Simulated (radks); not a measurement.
Ionisation of the silicon ion Si+, [Ne] 3s2 3p1, to [Ne] 3s2 as the strength of local exchange is varied. Method: non-relativistic Kohn-Sham, Slater X-alpha exchange (alpha = 2/3 is LDA exchange), no correlation, spin-polarised, spherical densities, point nucleus; open shells are filled with parallel spins first; computed with a radial shooting solver on a logarithmic mesh with Libxc functionals.

alpha  E(Si+) (hartree)  exchange (hartree)  IE (eV)  -e of the level emptied (eV)  <r> of it (bohr)
0.572        -284.32036           -15.58132   14.349                   10.294 (3p)             2.555
0.667        -286.91766           -18.30246   15.296                   11.207 (3p)             2.479
0.732        -288.70570           -20.18612   15.962                   11.853 (3p)             2.431
0.748        -289.14720           -20.65251   16.128                   12.015 (3p)             2.420
x            -288.09952           -19.54659   15.735                   11.632 (3p)             2.447

Which alpha was used in the last row?

Answer. alpha = 0.71. NIST Atomic Spectra Database: 16.346 eV (measured). The central value is not met in this range of alpha. Open shells are spherical and high-spin; term and fine-structure splittings are not resolved.
